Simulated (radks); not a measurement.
Q: These are the eigenvalues of the occupied orbitals of an atom or ion with whole-number occupations (Ry). Calculated with a radial shooting solver on a logarithmic mesh with Libxc functionals: Dirac Kohn-Sham, BP86, spin-unpolarised, spherical densities, finite nucleus; Fermi nuclear charge, rms radius of each element as measured or else 0.836 A^(1/3) + 0.57 fm.

orbital  eigenvalue
1s1/2     -705.1084
2s1/2     -90.14579
2p1/2     -79.97860
2p3/2     -78.22355
3s1/2     -14.31454
3p1/2     -11.07348
3p3/2     -10.83895
3d3/2      -5.41336
3d5/2      -5.38175

Which element is it, and in what charge state? The configuration may be excited. Open shells, if any, are shared by 2j + 1.

A: Z = 30, zinc, charge +4: Zn4+ in [Ar] 3d8. The list shows which subshells hold electrons but not how many an open one holds; the 1s level, -352.55 hartree, gives Z - s = 26.6 by -(Z - s)^2/2, which with screening and relativity narrows Z to a few neighbours, and the depths of the outer levels then fix element, charge and occupations together.
